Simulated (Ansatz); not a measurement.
Cost and result for the atomization energy of `C[N](C)[Zn][OH]` (12 atoms, 11 bonds).

```xyz
12

C     1.333   -0.392   -0.610
N     0.075   -0.160    0.046
C    -0.836   -1.262   -0.105
Zn   -0.389    1.419    0.775
O    -0.790    2.917    1.629
H     2.017    0.449   -0.475
H     1.835   -1.287   -0.211
H     1.216   -0.549   -1.696
H    -1.073   -1.468   -1.162
H    -1.781   -1.074    0.411
H    -0.416   -2.190    0.314
H    -1.190    3.597    1.085
```

Charge 0, multiplicity 1. For Zn the d shell is correlated and the shells below it are frozen. Scalar relativity is left out up to krypton. All single points use the PBE0-D4/def2-TZVP geometry. It is one conformer, not always the lowest. Program: Ansatz. All runs use 4 threads of an Arm Neoverse V1 on a shared host. Times are those of one run each, without the atoms' runs, and a repeat can differ threefold. Electronic energies, without spin–orbit coupling; frozen cores. CCSD(T)/CBS adds CCSD(T) − MP2 in def2-TZVPP to the MP2 limit, and its time is that of the two runs behind it. T1 = 0.016. With those shells the extrapolation isn't a true limit.

CCSD(T)/CBS is a level of theory with its own doubt, some kJ/mol a heavy atom from the limit and from the frozen cores, so smaller differences don't rank the functionals.

```
                             level  functions  wall time  atomization (kcal/mol)  difference from CCSD(T)/CBS  per bond
              revPBE-D4/def2-TZVPP        286      2.6 s                   985.3                         -6.8      -0.6
   PBE-D4/def2-TZVPP (with forces)        286      3.3 s                  1012.4                         20.3       1.8
                PBE0-D4/def2-TZVPP        286      4.4 s                   991.1                         -1.0      -0.1
               BHLYP-D4/def2-TZVPP        286      4.7 s                   954.8                        -37.3      -3.4
r2SCAN-D4/def2-TZVPP (with forces)        286        7 s                   992.9                          0.8       0.1
             r2SCANh-D4/def2-TZVPP        286      7.5 s                   985.4                         -6.7      -0.6
                 B2PLYP/def2-TZVPP        286        8 s                   980.2                        -11.9      -1.1
                  CCSD(T)/def2-SVP        122       12 s                   930.8                        -61.3      -5.6
                 B97M-V/def2-TZVPP        286       13 s                   985.8                         -6.3      -0.6
  ωB97M-V/def2-TZVPP (with forces)        286       17 s                   992.5                          0.4       0.0
                    MP2/def2-QZVPP        538       34 s                  1000.6                          8.5       0.8
                CCSD(T)/def2-TZVPP        286    7.4 min                   964.3                        -27.8      -2.5
                 CCSD(T)/CBS(def2)          –      8 min                   992.1                          0.0       0.0
```

At CCSD(T), def2-SVP lies −61.3 kcal/mol from the extrapolated value and def2-TZVPP −27.8 kcal/mol: correlation converges slowly with the basis, and small sets miss more of it in the bonded molecule than in its fragments. In def2-TZVPP, CCSD(T) changes the Hartree–Fock value by +275.1 kcal/mol (the triples alone add +15.5 kcal/mol) and MP2 by +294.4 kcal/mol; breaking electron pairs costs correlation energy, which Hartree–Fock lacks. Leaving LDA and LC-ωPBE aside and taking each functional with its dispersion term where it has one, the values spread over 57.6 kcal/mol, from BHLYP-D4 to PBE-D4. LDA lies +139.1 kcal/mol from PBE without D4, its usual overbinding.
